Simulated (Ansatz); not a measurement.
Reaction (redistribution): `O[SiH](O)[GeH3]` + `[OH][GaH][Br]` → `O[SiH2][GeH3]` + `[OH][Ga]([OH])[Br]`

Computed with Ansatz on PBE0-D4/def2-TZVP structures; ΔE is electronic, products minus reactants. CCSD(T)/CBS adds triple-zeta CCSD(T) − MP2 to the extrapolated MP2 energy (def2 sets, frozen cores). Functionals use def2-TZVPP. B3LYP here is the variant with VWN-RPA as its local correlation; programs differ in this. HSE06 is defined as in plane-wave codes. For Br, Ga, Ge outer-core shells are correlated without core-valence functions, which leaves a few kJ/mol of doubt a bond. Scalar relativity is left out up to krypton. One conformer a species, not always the lowest.

| level | ΔE (kcal/mol) | difference from CCSD(T)/CBS |
| --- | --- | --- |
| LDA (SPW92) | 16.2 | 2.8 |
| PBE-D4 | 14.0 | 0.6 |
| revPBE-D4 | 13.5 | 0.1 |
| BLYP-D4 | 14.1 | 0.7 |
| r2SCAN-D4 | 14.5 | 1.1 |
| B97M-V | 15.5 | 2.1 |
| B3LYP-D4 | 14.3 | 0.9 |
| r2SCANh-D4 | 14.6 | 1.2 |
| r2SCAN0-D4 | 14.6 | 1.2 |
| HSE06-D4 | 14.0 | 0.6 |
| CAM-B3LYP-D4 | 14.6 | 1.2 |
| ωB97X-V | 13.5 | 0.1 |
| ωB97M-V | 15.0 | 1.6 |
| PBE-QIDH | 13.2 | -0.2 |
| PBE | 13.8 | 0.4 |
| revPBE | 13.0 | -0.4 |
| BLYP | 13.7 | 0.3 |
| r2SCAN | 14.5 | 1.1 |
| PBE0 | 13.9 | 0.5 |
| B3LYP | 14.1 | 0.7 |
| r2SCANh | 14.5 | 1.1 |
| r2SCAN0 | 14.6 | 1.2 |
| HSE06 | 13.9 | 0.5 |
| BHLYP | 14.3 | 0.9 |
| CAM-B3LYP | 14.5 | 1.1 |
| LC-ωPBE | 13.6 | 0.2 |
| RPA@PBE/def2-TZVPP | 11.5 | -1.9 |
| HF/def2-SVP | 9.9 | -3.5 |
| MP2/def2-SVP | 7.9 | -5.5 |
| CCSD/def2-SVP | 8.0 | -5.4 |
| CCSD(T)/def2-SVP | 7.9 | -5.5 |
| HF/def2-TZVPP | 13.1 | -0.3 |
| MP2/def2-TZVPP | 12.1 | -1.3 |
| SCS-MP2/def2-TZVPP | 11.8 | -1.6 |
| CCSD(T)/def2-TZVPP | 12.3 | -1.1 |
| HF/def2-QZVPP | 13.3 | -0.1 |
| MP2/def2-QZVPP | 12.9 | -0.5 |
| SCS-MP2/def2-QZVPP | 12.5 | -0.9 |
| HF/CBS(def2) | 13.4 | 0.0 |
| MP2/CBS(def2) | 13.3 | -0.1 |
| CCSD(T)/CBS | 13.4 | 0 |

Largest T1 diagnostic among the species: 0.012.

At CCSD(T), def2-SVP lies −5.5 kcal/mol from the extrapolated value and def2-TZVPP −1.1 kcal/mol. Leaving LDA and LC-ωPBE aside and taking each functional with its dispersion term where it has one, the values spread over 2.3 kcal/mol, from PBE-QIDH to B97M-V. LDA lies +2.4 kcal/mol from PBE without D4.
